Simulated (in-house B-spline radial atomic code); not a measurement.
A calculation on the cerium ion Ce²⁺ (an excited or competing configuration): its settings, and results tabulated from the run. Method: scalar-relativistic (X2C) LDA exchange-only, spin-polarised, spherical fractional occupations, Fermi nucleus of rms radius 4.8771 fm. Calculated with an all-electron radial atomic-structure program (B-spline basis).

In the input, 3d5,1 would mean five up and one down electron.

Command:
```bash
python run_scf.py task.json out
```
Settings (nuclear radius in fm, mass in u):
```
Z                58
configuration    1s2 2s2 2p6 3s2 3p6 3d10 4s2 4p6 4d4,5 4f1,2 5s2 5p6
hamiltonian      x2c
method           lda,
spin_polarised   True
nucleus          fermi
rms_radius       4.8771
atomic_mass      139.90545
speed_of_light   137.035999084
```

Output (hartree, bohr):
```
 radial grid: 79 intervals, B-splines of order 8, outer radius 53.7037 bohr

 iter        energy (Eh)    residual
    1       -8827.925509    5.21e-01
    2       -8831.375316    6.12e-01
    3       -8842.073265    1.06e-01
    4       -8842.384370    2.94e-02
    5       -8842.408572    1.42e-02
    6       -8842.412815    1.66e-03
    7       -8842.412851    9.87e-04
    8       -8842.412897    9.23e-05
    9       -8842.412898    3.84e-06
   10       -8842.412898    2.32e-07

 total energy                     -8842.41290
 kinetic                            9490.5512
 electron-nucleus                 -21540.4375
 Hartree                            3406.1983
 exchange-correlation               -198.7249

 orbital      occ     eigenvalue          <r>       <r^2>       <1/r>       r_max
 1s up      1.000     -1475.2589     0.023937 0.000788296     67.0793     0.01497
 1s down    1.000     -1475.2596    0.0239371 0.000788298     67.0793     0.01497
 2s up      1.000      -236.5798     0.104701   0.0129959     15.3706     0.08904
 2s down    1.000      -236.5973     0.104703   0.0129964     15.3702     0.08904
 2p up      3.000      -212.3192    0.0920216   0.0103515     13.9212      0.0713
 2p down    3.000      -212.3333    0.0920244   0.0103521     13.9208      0.0713
 3s up      1.000       -51.1202     0.278604    0.088823     5.47591       0.255
 3s down    1.000       -51.1421     0.278667   0.0888676     5.47473      0.2551
 3p up      3.000       -43.3726     0.276394     0.08865     5.05586      0.2493
 3p down    3.000       -43.3952     0.276471   0.0887054     5.05469      0.2493
 3d up      5.000       -32.2136     0.253484    0.075758     4.76471      0.2049
 3d down    5.000       -32.2379     0.253562   0.0758143     4.76378      0.2049
 4s up      1.000       -10.4853     0.638085    0.459824     2.25617      0.5934
 4s down    1.000       -10.5614     0.638084    0.459759     2.25594      0.5936
 4p up      3.000        -7.9488     0.675543    0.519356     2.05011      0.6191
 4p down    3.000        -8.0244     0.675352    0.518951     2.05049      0.6193
 4d up      4.000        -4.2696     0.747212    0.648472     1.77616      0.6527
 4d down    5.000        -4.3430     0.746125    0.646191     1.77807      0.6528
 4f up      1.000        -0.4566      1.19056     1.93555     1.15373      0.7181
 4f down    2.000        -0.5104      1.14194     1.74867     1.18242      0.7144
 5s up      1.000        -1.7935      1.53954     2.66593    0.867795       1.383
 5s down    1.000        -1.8238      1.52982     2.63202    0.874597       1.376
 5p up      3.000        -1.1764      1.79351     3.64559    0.729817       1.566
 5p down    3.000        -1.1985      1.77861     3.58466     0.73707       1.556
```

Run time, properties included: 0.19 s on 1 thread of Arm Neoverse V2, on a shared host.

One-electron X2C: radii and densities carry no picture-change correction, so inner-shell <1/r> comes out high (for 1s by about 2 % at Z = 33, 5 % at 54, 10 % at 75, 30 % at 118) and <r> low.
